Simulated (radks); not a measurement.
Zn18+, configuration [Ne] 3s2.

Method: scalar-relativistic Kohn-Sham, PBEsol, spin-polarised, spherical densities, finite nucleus; Fermi nuclear charge, rms radius 3.9283 fm; computed with a radial shooting solver on a logarithmic mesh with Libxc functionals.

Energy parts (hartree):
part                       energy
total                 -1620.05467
kinetic                1648.97847
electron-nucleus      -3546.48793
Hartree                 326.59121
exchange-correlation    -49.13642

Orbitals (lengths in bohr, moments of r in powers of bohr; <r^-3> diverges for s and p1/2):
| orbital | occ. | eigenvalue (hartree) | <1/r> | <r^-3> | <r^4> |
|---|---|---|---|---|---|
| 1s | 2 | -375.8078 | 30.21 | - | 0.00002982 |
| 2s | 2 | -67.44464 | 6.675 | - | 0.005853 |
| 2p | 6 | -62.01417 | 6.544 | 816.5 | 0.004244 |
| 3s | 2 | -24.96092 | 2.588 | - | 0.1899 |

The highest occupied level is 3s at -679.22 eV. The density falls to 0.001 e/bohr^3 at r = 1.32 bohr. The electron density at the nucleus is 2.553e+04 e/bohr^3 (large components only). Summed over all electrons, <r^2> = 1.123 bohr^2, which gives a Langevin (diamagnetic) susceptibility term of -0.889 x 10^-6 cm^3/mol. For comparison, the ionisation energy in NIST's Atomic Spectra Database is 698 eV (semi-empirical). In exact Kohn-Sham theory the highest level is minus the ionisation energy, but local and semilocal functionals leave it too shallow, through self-interaction and a potential that decays too fast; potentials with the right tail come closer.
